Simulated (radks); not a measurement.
Values are calculated unless marked as measured or tabulated.
Question: The mean radii <r> (bohr) of the occupied orbitals of an atom or ion are listed with their occupations. Code: a radial shooting solver on a logarithmic mesh with Libxc functionals. Model: Dirac Kohn-Sham, BLYP, spin-unpolarised, spherical densities, point nucleus.

| orbital | occ. | <r> |
|---|---|---|
| 1s1/2 | 2 | 0.04860 |
| 2s1/2 | 2 | 0.2176 |
| 2p1/2 | 2 | 0.1883 |
| 2p3/2 | 4 | 0.1918 |
| 3s1/2 | 2 | 0.6518 |
| 3p1/2 | 2 | 0.6719 |
| 3p3/2 | 4 | 0.6828 |
| 3d3/2 | 4 | 0.8047 |
| 3d5/2 | 6 | 0.8109 |
| 4s1/2 | 2 | 2.218 |

Name the element and its charge. Open shells, if any, fill j = l - 1/2 first.

Answer: Z = 31, gallium, charge +1: Ga+ in [Ar] 3d10 4s2. The 1s radius gives Z: for a bare nucleus <r> = (2 gamma + 1)/(2Z) with gamma = sqrt(1 - (Z/c)^2), 0.04755 bohr for Z = 31, and screening makes it slightly larger (0.04860 here). The occupations add up to 30, and the charge is Z minus that.
